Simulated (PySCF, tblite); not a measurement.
Compound: C5H5F3NP.
Cartesian coordinates in Å at the GFN2-xTB level; atoms count from 1:
```
atom  x, y, z in Å
N1    -2.597    0.007   -2.581
C2    -2.453    0.005   -1.448
C3    -2.239    0.001   -0.022
C4    -0.742   -0.126    0.296
P5     0.204    1.328   -0.406
C6     1.802    0.909   -0.141
C7     2.324   -0.321    0.499
F8     1.832   -0.524    1.744
F9     2.028   -1.450   -0.183
F10    3.656   -0.299    0.625
H11   -2.645    0.931    0.390
H12   -2.790   -0.838    0.411
H13   -0.355   -1.056   -0.125
H14   -0.603   -0.152    1.380
H15    2.574    1.593   -0.459
```

Computed, not measured: PBE0/pcSseg-1 in PySCF (dipole) on a GFN2-xTB geometry, gas phase.

Take the most abundant isotopes and a rigid rotor. The values belong to one conformer with, in the numbering `[N:1]#[C:2][CH2:3][CH2:4]/[P:5]=[CH:6]\[C:7]([F:8])([F:9])[F:10]`, C2–C3–C4–P5 61°, C3–C4–P5–C6 -173°.

(1) What are A, B and C (MHz)?

(2) What kind of rotor is it?

(3) What does the inertial defect say?

(4) Where do the levels up to J = 3 lie, in cm⁻¹?

(5) Which lines would a microwave search look for?

(6) Estimate the classical rotational partition function at 25 K, 50 K and 100 K.

## Answers

(1) Ia = 205.03, Ib = 905.22, Ic = 923.98 u·Å²; 505379 MHz·u·Å²/I gives A = 2465, B = 558.3, C = 547.0 MHz.

(2) A near-prolate asymmetric top: κ = (2 × 558.3 − 2465 − 547.0)/(2465 − 547.0) = -0.99.

(3) Not planar: Δ = Ic − Ia − Ib = -186.27 u·Å². For a rigid frame Δ = −2 Σ m c², so Σ m c² = 93.13 u·Å² lies off the ab plane: 6.54 from hydrogen and 86.60 from heavier atoms. The atom farthest from that plane is 1.73 Å away.

(4) Above 0(0,0):
J = 1: 1(0,1) 0.0369, 1(1,1) 0.1005, 1(1,0) 0.1008
J = 2: 2(0,2) 0.1106, 2(1,2) 0.1738, 2(1,1) 0.1750, 2(2,1) 0.3658, 2(2,0) 0.3658
J = 3: 3(0,3) 0.2212, 3(1,3) 0.2839, 3(1,2) 0.2861, 3(2,2) 0.4764, 3(2,1) 0.4764, 3(3,1) 0.7953, 3(3,0) 0.7953
The levels of one J sum to (2J + 1)J(J + 1)(A + B + C)/3.

(5) The dipole components are |μa| = 0.54 D, |μb| = 0.55 D, |μc| = 3.24 D. The squared components, which scale the intensities, stand as 0.03 : 0.03 : 1.00 (a : b : c). Some lines, for components of 0.1 D or more:

| type | branch | J(Ka,Kc) | MHz | lower level (cm⁻¹) |
| --- | --- | --- | --- | --- |
| c | Q | 4(1,4) ← 4(0,4) | 1856 | 0.369 |
| b | Q | 2(1,1) ← 2(0,2) | 1929 | 0.111 |
| b | R | 4(0,4) ← 3(1,3) | 2542 | 0.284 |
| a | R | 3(0,3) ← 2(0,2) | 3316 | 0.111 |
| a | R | 3(2,2) ← 2(2,1) | 3316 | 0.366 |
| a | R | 3(2,1) ← 2(2,0) | 3316 | 0.366 |
| a | R | 3(1,2) ← 2(1,1) | 3333 | 0.175 |
| b | R | 5(0,5) ← 4(1,4) | 3669 | 0.431 |
| a | R | 4(0,4) ← 3(0,3) | 4421 | 0.221 |
| a | R | 4(2,2) ← 3(2,1) | 4421 | 0.476 |
| a | R | 5(4,1) ← 4(4,0) | 5526 | 1.389 |
| c | Q | 4(2,3) ← 4(1,3) | 5680 | 0.434 |
| b | Q | 3(2,2) ← 3(1,3) | 5771 | 0.284 |
| c | R | 2(2,0) ← 1(1,0) | 7942 | 0.101 |
| b | Q | 4(4,0) ← 4(3,1) | 13386 | 0.943 |
| c | R | 4(3,1) ← 3(2,1) | 13982 | 0.476 |
| c | R | 5(5,1) ← 4(4,1) | 22737 | 1.389 |

(6) Point group C1, symmetry number σ = 1; q = (√π/σ)·√((kT/h)³/(ABC)), k/h = 20836.6 MHz/K: 24300 at 25 K, 68700 at 50 K, 194000 at 100 K.

Its GFN2-xTB frequencies are all real (lowest 23 cm⁻¹). These are rigid-rotor constants of the computed structure; measured ground-state constants (B0) also hold zero-point vibration. Quadrupole hyperfine structure (14N) is left out.
